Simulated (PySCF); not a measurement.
## Energy of Pm²⁺ (promethium, charge +2) between two integer charges

The 4f alpha orbital of [Xe] 4f5 is emptied in steps (occupation f), with all orbitals relaxed, ending at [Xe] 4f4. Computed with PySCF 2.14 in def2-SVP with the def2 core potential (28 electrons), with scalar relativity through the core potential. The exact energy is a straight line in f; departures are measured from the line between the end points of the same method.

```json
{"f": "1", "BHandHLYP (eV)": "0.000", "wB97X (eV)": "0.000", "HSE06 (eV)": "0.000"}
{"f": "0.8", "BHandHLYP (eV)": "-0.336", "wB97X (eV)": "-0.458", "HSE06 (eV)": "-0.913"}
{"f": "0.6", "BHandHLYP (eV)": "-0.513", "wB97X (eV)": "-0.694", "HSE06 (eV)": "-1.378"}
{"f": "0.4", "BHandHLYP (eV)": "-0.521", "wB97X (eV)": "-0.699", "HSE06 (eV)": "-1.386"}
{"f": "0.2", "BHandHLYP (eV)": "-0.352", "wB97X (eV)": "-0.469", "HSE06 (eV)": "-0.929"}
{"f": "0", "BHandHLYP (eV)": "0.000", "wB97X (eV)": "0.000", "HSE06 (eV)": "0.000"}
```

For HSE06, how does the orbital energy at f = 1 compare with the removal energy?

−ε = 17.633 eV against a total-energy difference of 23.306 eV. By Janak's theorem ε = ∂E/∂f, so the gap between them reflects the curvature. Along the path −ε is 19.854 (f = 0.8), 22.117 (f = 0.6), 24.421 (f = 0.4), 26.762 (f = 0.2) eV.

```json
{"method": "BHandHLYP", "E(f=0) − E(f=1) (eV)": "22.394", "−ε at f=1 (eV)": "20.330", "−ε at f=0.4 (eV)": "22.789"}
{"method": "wB97X", "E(f=0) − E(f=1) (eV)": "23.297", "−ε at f=1 (eV)": "20.462", "−ε at f=0.4 (eV)": "23.854"}
{"method": "HSE06", "E(f=0) − E(f=1) (eV)": "23.306", "−ε at f=1 (eV)": "17.633", "−ε at f=0.4 (eV)": "24.421"}
```

Reference removal energy between the ground levels: 22.44 ± 0.08 eV (semi-empirical (NIST evaluation); NIST Atomic Spectra Database, ionization energies). The calculation has no spin-orbit coupling. The determinant left behind need not be the lowest term of the ion.
